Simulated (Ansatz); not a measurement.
Program: Ansatz. Geometries: PBE0-D4/def2-TZVP. ΔE: electronic, gas phase. CBS: MP2 limit from def2 TZ/QZ plus the TZ coupled-cluster correction, frozen cores. This one scheme is used for every species. DFT in def2-TZVPP. HSE06 is defined as in plane-wave codes. For Ge outer-core shells are correlated without core-valence functions, which leaves a few kJ/mol of doubt a bond. Scalar relativity is left out up to krypton.

Consider the germylene formation by 1,1-elimination: `C#[C][GeH]([F])[F]` → `C#CF` + `[F][GeH]`.

`C#[C][GeH]([F])[F]`:

```xyz
7

C     1.586    1.239   -0.294
C     0.647    0.505   -0.130
Ge   -0.824   -0.648    0.059
F    -0.349   -1.966    1.057
F    -2.039    0.173    0.958
H     2.419    1.891   -0.430
H    -1.440   -1.194   -1.220
```

`C#CF`:

```xyz
4

C    -0.638    0.092    0.070
C     0.536   -0.077   -0.059
F     1.785   -0.257   -0.196
H    -1.683    0.242    0.185
```

`[F][GeH]`:

Z-matrix (Å, degrees):
```
Ge
F 1 1.757
H 1 1.609 2 94.2
```

```
             level  ΔE (eV)  difference from CCSD(T)/CBS
         revPBE-D4     3.12                        -0.46
           BLYP-D4     3.01                        -0.57
            B97M-V     3.50                        -0.08
        r2SCAN0-D4     3.63                         0.05
          HSE06-D4     3.39                        -0.19
      CAM-B3LYP-D4     3.36                        -0.22
          PBE-QIDH     3.73                         0.15
              BLYP     2.87                        -0.71
             BHLYP     3.39                        -0.19
RPA@PBE/def2-TZVPP     3.49                        -0.09
  CCSD(T)/def2-SVP     3.42                        -0.16
CCSD(T)/def2-TZVPP     3.70                         0.12
     HF/def2-QZVPP     3.52                        -0.06
    MP2/def2-QZVPP     3.86                         0.28
SCS-MP2/def2-QZVPP     3.75                         0.17
     MP2/CBS(def2)     3.81                         0.23
       CCSD(T)/CBS     3.58                            0
```

Largest T1 diagnostic among the species: 0.014.

From BLYP to BHLYP (50 % exact exchange), in def2-TZVPP and without D4, ΔE moves by +0.53 eV. In def2-TZVPP, CCSD(T) changes the Hartree–Fock value by +0.17 eV (the triples alone add +0.03 eV) and MP2 by +0.41 eV.

CCSD(T)/CBS has its own doubt, a few kJ/mol and more with outer-core shells, so smaller differences from it don't rank the levels.
